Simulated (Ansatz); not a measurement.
Consider the ligand exchange at the Si–C bond: `N[SiH2]C(O)F` + `N[SiH](O)F` → `N[SiH2]O[SiH](N)F` + `OCF`.

Gas-phase electronic energies from Ansatz, PBE0-D4/def2-TZVP geometries. CCSD(T)/CBS adds triple-zeta CCSD(T) − MP2 to the extrapolated MP2 energy (def2 sets, frozen cores). This one scheme is used for every species. DFT in def2-TZVPP. B3LYP here is the variant with VWN-RPA as its local correlation; programs differ in this. Each species was taken in one conformer, which may not be the lowest.

Problem. Is it downhill or uphill in electronic energy at CCSD(T)/CBS, and by how much? (An estimate is asked.)

Solution. Computed: Downhill: ΔE = -34.9 kcal/mol.

Problem. What do these levels give: PBE-D4, r2SCAN-D4, PBE0-D4, B3LYP-D4, ωB97M-V, PBE, r2SCAN, HF/def2-TZVPP, SCS-MP2/def2-TZVPP, CCSD/def2-TZVPP, HF/def2-QZVPP, CCSD/CBS(def2)? (Best estimate.)

Solution. Computed: PBE-D4 -29.9, r2SCAN-D4 -33.4, PBE0-D4 -32.7, B3LYP-D4 -34.9, ωB97M-V -33.8, PBE -29.3, r2SCAN -33.1, HF/def2-TZVPP -41.5, SCS-MP2/def2-TZVPP -36.6, CCSD/def2-TZVPP -36.1, HF/def2-QZVPP -42.1, CCSD/CBS(def2) -35.9 kcal/mol.

Largest T1 diagnostic among the species: 0.012.

The D4 term adds −0.8 kcal/mol with B3LYP and −0.6 kcal/mol with PBE0; it sums over pairs of atoms, weighted by their polarisabilities, and B3LYP, whose exchange is more repulsive, gets the larger term. In def2-TZVPP, CCSD(T) changes the Hartree–Fock value by +6.4 kcal/mol (the triples alone add +1.0 kcal/mol) and MP2 by +5.7 kcal/mol. From PBE to PBE0 (25 % exact exchange), in def2-TZVPP and without D4, ΔE moves by −2.8 kcal/mol.
